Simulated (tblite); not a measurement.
Compound: C3H2F5NO (charge +1 and doublet state).
Numbering: `[NH2:1][C:2](=[O+:3])[C:4]([F:5])([F:6])[C:7]([F:8])([F:9])[F:10]` (hydrogens: H11, H12 on N1)
Bond orders are those of one Lewis drawing.

Computed with GFN2-xTB (tblite), gas phase: L-BFGS steps from a force-field or distance-geometry start until the largest atomic force falls under 0.01 eV/Å.

Step 7: E = -1020.5886 eV
```
atom  x, y, z in Å  |  force x, y, z in eV/Å
N1     -1.9969   -0.5745    0.1633    0.025   0.104  -0.034
C2     -1.0666    0.2818   -0.1436   -0.097  -0.164   0.054
O3     -1.0216    1.3791   -0.5694    0.036   0.053  -0.021
C4      0.4857   -0.4224    0.1747   -0.106   0.035  -0.018
F5      0.5696   -1.5170   -0.5450   -0.026  -0.072  -0.038
F6      0.5098   -0.7353    1.4494   -0.024  -0.037   0.085
C7      1.6095    0.6361   -0.2042    0.052   0.051  -0.021
F8      2.7620    0.0559    0.0587    0.020   0.022  -0.009
F9      1.5271    0.9373   -1.4796   -0.001  -0.039  -0.011
F10     1.4629    1.7179    0.5255    0.003  -0.011   0.036
H11    -2.9547   -0.2414    0.0076    0.051  -0.188   0.073
H12    -1.8857   -1.5182    0.5365    0.069   0.245  -0.097
```

Step 8: E = -1020.5923 eV
```
atom  x, y, z in Å  |  force x, y, z in eV/Å
N1     -1.9990   -0.5701    0.1618    0.020   0.034  -0.009
C2     -1.0675    0.2836   -0.1444   -0.089  -0.045   0.011
O3     -1.0112    1.3811   -0.5702   -0.018  -0.008   0.001
C4      0.4853   -0.4227    0.1752   -0.103   0.023  -0.015
F5      0.5667   -1.5161   -0.5464   -0.023  -0.087  -0.024
F6      0.5072   -0.7345    1.4501   -0.022  -0.054   0.082
C7      1.6095    0.6342   -0.2033    0.049   0.064  -0.026
F8      2.7636    0.0586    0.0576    0.044  -0.019   0.008
F9      1.5269    0.9360   -1.4778   -0.012  -0.035  -0.066
F10     1.4630    1.7160    0.5249   -0.009   0.031   0.074
H11    -2.9640   -0.2540    0.0122    0.101  -0.124   0.050
H12    -1.8794   -1.5127    0.5343    0.063   0.221  -0.087
```

Step 9: E = -1020.5952 eV
```
atom  x, y, z in Å  |  force x, y, z in eV/Å
N1     -2.0006   -0.5656    0.1603    0.012  -0.008   0.005
C2     -1.0690    0.2851   -0.1451   -0.034   0.070  -0.029
O3     -1.0029    1.3824   -0.5708   -0.061  -0.015   0.002
C4      0.4833   -0.4232    0.1757   -0.048  -0.004  -0.003
F5      0.5637   -1.5166   -0.5476   -0.027  -0.062   0.009
F6      0.5045   -0.7347    1.4516   -0.024  -0.055   0.036
C7      1.6102    0.6336   -0.2030    0.026   0.048  -0.017
F8      2.7656    0.0607    0.0568    0.032  -0.035   0.015
F9      1.5265    0.9343   -1.4775   -0.014  -0.027  -0.072
F10     1.4631    1.7149    0.5257   -0.011   0.038   0.072
H11    -2.9705   -0.2670    0.0170    0.079  -0.043   0.018
H12    -1.8727   -1.5046    0.5310    0.070   0.094  -0.036
```

Task: Estimate the geometry and energy of step 10. (The exact step hangs on the optimiser's Hessian estimate; all steps are aligned on step 9, rigid shifts and turns removed.)

Result: E = -1020.5963 eV, largest force 0.091 eV/Å
```
atom  x, y, z in Å  |  force x, y, z in eV/Å
N1     -2.0008   -0.5636    0.1596    0.026  -0.010   0.005
C2     -1.0700    0.2863   -0.1457   -0.001   0.085  -0.032
O3     -1.0012    1.3830   -0.5711   -0.066   0.023  -0.013
C4      0.4816   -0.4237    0.1760   -0.001  -0.014   0.005
F5      0.5620   -1.5177   -0.5478   -0.029  -0.031   0.029
F6      0.5031   -0.7358    1.4525   -0.027  -0.045  -0.003
C7      1.6110    0.6343   -0.2031    0.006   0.020  -0.005
F8      2.7667    0.0609    0.0567    0.004  -0.021   0.009
F9      1.5262    0.9331   -1.4785   -0.009  -0.020  -0.035
F10     1.4630    1.7150    0.5272   -0.004   0.014   0.038
H11    -2.9715   -0.2726    0.0191    0.025   0.000   0.000
H12    -1.8689   -1.4999    0.5291    0.077  -0.001   0.002
```

The energy changes by -0.0011 eV. The first-order estimate −F·Δx gives -0.0016 eV and the mean of the old and new forces, exact on a quadratic surface, -0.0011 eV. The step makes an angle of 52° with the force vector and moves no atom by more than 0.006 Å.

What follows is the cost of the whole relaxation. The run took 0.16 s wall on Arm Neoverse V2, one thread, shared host.
